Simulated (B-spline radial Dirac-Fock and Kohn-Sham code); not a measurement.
Characteristic X-ray lines: Hg²⁺

System: the Hg²⁺ ion, configuration 1s2 2s2 2p6 3s2 3p6 3d10 4s2 4p6 4d10 4f14 5s2 5p6 5d9 6p1 (an excited configuration).

Input file task.json (cfg lists n, l and occupation; rrms is the nuclear radius in fm):

```json
{"items": [{
  "Z": 80,
  "q": 2,
  "cfg": [[1, 0, 2], [2, 0, 2], [2, 1, 6], [3, 0, 2], [3, 1, 6], [3, 2, 10], [4, 0, 2], [4, 1, 6], [4, 2, 10], [4, 3, 14], [5, 0, 2], [5, 1, 6], [5, 2, 9], [6, 1, 1]],
  "A": 202,
  "rrms": 5.4648,
  "do": ["binding"]
}]}
```

Launch: `python xray_run.py task.json out`

Model: Dirac-Fock (average of configuration) total-energy differences with a finite nucleus, the Breit interaction including its frequency dependence, and self-energy and vacuum-polarisation corrections. Program: a radial B-spline solver. A line energy is the difference of two single-hole energies; the list is a selection of electric-dipole transitions between resolved j subshells. Correlation energy is missing from these numbers.

```
 line  energy (eV)  wavelength (Å)
 K-N3      82516.0         0.15025
 K-N2      82411.4         0.15045
 K-M3      80244.4         0.15451
 K-M2      79813.3         0.15534
 K-L3      70814.0         0.17508
 K-L2      68888.5         0.17998
L1-O3      14784.9         0.83859
L1-N3      14268.3         0.86895
L1-N2      14163.6         0.87537
L2-N4      13827.9         0.89662
L2-N1      13400.2         0.92524
L3-O1      12158.2          1.0198
L1-M3      11996.7          1.0335
L3-N4      11902.3          1.0417
L2-M4      11822.4          1.0487
L1-M2      11565.5          1.0720
L3-N1      11474.7          1.0805
L2-M1      10639.4          1.1653
L3-M4       9896.8          1.2528
L3-M1       8713.8          1.4228
M4-N6       2285.0          5.4259
M4-N2       1700.5          7.2911
```

Values without a named source are computed, but for edge energies of neutral atoms, which are taken from tables.
